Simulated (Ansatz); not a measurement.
Reaction (cleavage of the Si–Si bond): `[SiH3][SiH2]SS` + `NB[SeH]` → `[SiH3]NB[SeH]` + `[SiH3]SS`

Program: Ansatz. Geometries: PBE0-D4/def2-TZVP. ΔE: electronic, gas phase. CCSD(T)/CBS adds triple-zeta CCSD(T) − MP2 to the extrapolated MP2 energy (def2 sets, frozen cores). DFT in def2-TZVPP. B3LYP here is the variant with VWN-RPA as its local correlation; programs differ in this. For Se outer-core shells are correlated without core-valence functions, which leaves a few kJ/mol of doubt a bond. Scalar relativity is left out up to krypton. One conformer a species, not always the lowest.

| level | ΔE (kJ/mol) | difference from CCSD(T)/CBS |
| --- | --- | --- |
| PBE-D4 | -18.6 | 21.7 |
| r2SCAN-D4 | -31.1 | 9.2 |
| PBE0-D4 | -24.3 | 16.0 |
| B3LYP-D4 | -36.9 | 3.4 |
| ωB97X-V | -37.1 | 3.2 |
| PBE | -18.9 | 21.4 |
| r2SCAN | -31.2 | 9.1 |
| PBE0 | -24.7 | 15.6 |
| B3LYP | -37.5 | 2.8 |
| HF/def2-TZVPP | -56.0 | -15.7 |
| SCS-MP2/def2-TZVPP | -51.1 | -10.8 |
| MP2/def2-QZVPP | -47.5 | -7.2 |
| SCS-MP2/def2-QZVPP | -50.6 | -10.3 |
| HF/CBS(def2) | -57.5 | -17.2 |
| MP2/CBS(def2) | -46.5 | -6.2 |
| CCSD/CBS(def2) | -42.2 | -1.9 |
| CCSD(T)/CBS | -40.3 | 0 |

Largest T1 diagnostic among the species: 0.013.

In def2-TZVPP, CCSD(T) changes the Hartree–Fock value by +14.3 kJ/mol (the triples alone add +1.9 kJ/mol) and MP2 by +8.1 kJ/mol. From PBE to PBE0 (25 % exact exchange), in def2-TZVPP and without D4, ΔE moves by −5.8 kJ/mol.

CCSD(T)/CBS has its own doubt, a few kJ/mol and more with outer-core shells, so smaller differences from it don't rank the levels.
